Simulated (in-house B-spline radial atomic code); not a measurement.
Settings and results of a run for neutral scandium. Method: scalar-relativistic (X2C) TPSSh, spin-polarised, spherical fractional occupations, exact exchange averaged over the configuration, Fermi nucleus of rms radius 3.5459 fm. Calculated with a B-spline radial code for spherical atoms.

Command:
```bash
python run_scf.py task.json out
```
Settings (nuclear radius in fm, mass in u):
```
Z                21
configuration    [Ar] 3d1 4s2
hamiltonian      x2c
method           tpssh
spin_polarised   True
nucleus          fermi
rms_radius       3.5459
atomic_mass      44.95591
speed_of_light   137.035999084
exact_exchange   averaged over the configuration
```

Output (hartree, bohr):
```
 radial grid: 79 intervals, B-splines of order 8, outer radius 50 bohr

 iter        energy (Eh)    residual
    1        -764.193585    3.22e-02
    2        -764.195625    8.12e-04
    3        -764.195635    5.00e-04
    4        -764.195637    3.01e-04
    5        -764.195639    6.12e-05
    6        -764.195639    8.77e-06
    7        -764.195639    1.63e-06
    8        -764.195639    2.55e-07
    9        -764.195639    1.07e-07

 total energy                      -764.19564
 kinetic                             770.7750
 electron-nucleus                  -1815.9447
 Hartree                             320.1475
 exact exchange                       -3.8026
 exchange-correlation                -35.3709

 orbital      occ     eigenvalue          <r>       <r^2>       <1/r>     <1/r^2>     <1/r^3>       r_max
 1s up      1.000      -162.4013    0.0727328  0.00712757     20.9683     921.609           -     0.04753
 1s down    1.000      -162.4016    0.0727328  0.00712758     20.9683     921.608           -     0.04753
 2s up      1.000       -17.6933     0.342606    0.138962     4.33043     81.8505           -       0.283
 2s down    1.000       -17.6852     0.342478    0.138848     4.33201     81.9054           -      0.2829
 2p up      3.000       -14.4406     0.307509    0.116813     4.20132     24.4628     224.482       0.232
 2p down    3.000       -14.4339      0.30735    0.116675     4.20288     24.4779     224.654       0.232
 3s up      1.000        -2.1234      1.07452     1.33089     1.30402      11.113           -      0.9251
 3s down    1.000        -2.0921      1.07379     1.32893     1.30479     11.1244           -      0.9242
 3p up      3.000        -1.2998      1.16854     1.60852     1.16986     3.06792     24.5314      0.9664
 3p down    3.000        -1.2660      1.16804     1.60738     1.17032      3.0696     24.5475      0.9653
 3d up      1.000        -0.1478      1.82503     4.54444    0.769514    0.849809     1.38827       1.091
 4s up      1.000        -0.1676      3.71459     15.8165    0.346223    0.865043           -       3.137
 4s down    1.000        -0.1565      3.80437     16.5971    0.336208     0.79475           -       3.216
```

Run time, properties included: 1.1 s on 1 thread of Arm Neoverse N1, with other jobs on the host.
